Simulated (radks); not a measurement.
Neutral ruthenium, configuration [Kr] 4d7 5s1 (the NIST ground configuration).

All-electron calculation, scalar-relativistic Kohn-Sham, Slater X-alpha with alpha = 0.627, spin-unpolarised, spherical densities, finite nucleus; Fermi nuclear charge, rms radius 4.4809 fm. Program: a radial shooting solver on a logarithmic mesh with Libxc functionals.

Energy parts (Ry):
part                    energy
total              -9029.34436
kinetic             9340.31476
electron-nucleus  -21815.55467
Hartree             3679.99677
exchange            -234.10122

Orbitals (lengths in bohr, moments of r in powers of bohr; r(90%) holds 90 % of the orbital's charge):
orbital	occ.	eigenvalue (Ry)	<r^2>	<r>	r(90%)
1s	2	-1608.331	0.001514	0.03348	0.0600
2s	2	-230.9484	0.02510	0.1459	0.225
2p	6	-206.8980	0.01974	0.1271	0.207
3s	2	-40.44986	0.1869	0.4041	0.596
3p	6	-32.55981	0.1901	0.4043	0.610
3d	10	-19.82698	0.1780	0.3854	0.614
4s	2	-5.47821	1.180	1.020	1.49
4p	6	-3.28536	1.470	1.131	1.68
4d	7	-0.28348	3.889	1.749	2.91
5s	1	-0.25253	14.04	3.469	5.32

The highest occupied level is 5s at -3.436 eV. The density falls to 0.001 e/bohr^3 at r = 4.58 bohr. For comparison, the ionisation energy in NIST's Atomic Spectra Database is 7.361 eV (measured). In exact Kohn-Sham theory the highest level is minus the ionisation energy, but local and semilocal functionals leave it too shallow, through self-interaction and a potential that decays too fast; potentials with the right tail come closer. Summed over all electrons, <r^2> = 55.91 bohr^2, which gives a Langevin (diamagnetic) susceptibility term of -44.3 x 10^-6 cm^3/mol. The electron density at the nucleus is 1.119e+05 e/bohr^3 (large components only).

Beside tabulated values, note that spin-unpolarised runs miss the spin-polarisation part of the exchange energy of open shells.
